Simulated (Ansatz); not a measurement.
Species: HAlBr$_{2}$, SMILES `[Br][AlH][Br]` with one electron removed (charge 1, multiplicity 2), formula HAlBr2.

Task: How many basis functions does frozen-core CCSD(T)/cc-pVTZ // B3LYP-D3(BJ)/def2-TZVP in Ansatz (an electronic-structure program) use, how many core orbitals are frozen, and how many electrons are correlated?

Result: 134 basis functions and 23 frozen orbitals, which leaves 37 correlated electrons (filled d shells below the valence shell are correlated). Core time is of the order of minutes.
